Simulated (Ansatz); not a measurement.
```yaml
atoms:
  - { symbol: C, position_ang: [0.0000, 0.0000, -0.4772] }
  - { symbol: C, position_ang: [0.0000, 1.3283, 0.2117] }
  - { symbol: C, position_ang: [0.0000, -1.3283, 0.2117] }
  - { symbol: H, position_ang: [0.0000, 0.0000, -1.6620] }
  - { symbol: H, position_ang: [0.0000, 2.3372, -0.3986] }
  - { symbol: H, position_ang: [0.0000, 1.4024, 1.3909] }
  - { symbol: H, position_ang: [0.0000, -2.3372, -0.3986] }
  - { symbol: H, position_ang: [0.0000, -1.4024, 1.3909] }
```

Basis set: 6-31G* (spherical functions). Correlated methods keep 3 orbitals frozen. Charge 0, multiplicity 2.

Computed with Ansatz (development build ahead of 0.2.0); each method stands on the lowest determinant of its kind that the runs found.

Task: Give the atomization energy at this shape (free ground-state atoms in the same class of orbitals less the molecule, no zero-point energy) of doublet C3H5 by UHF-MP2, UHF.

Result:

```tsv
method	atomization energy
UHF-MP2	671.53 kcal/mol
UHF	554.39 kcal/mol
```

Caution: the shape is not the minimum; the unrestricted determinant is spin contaminated.
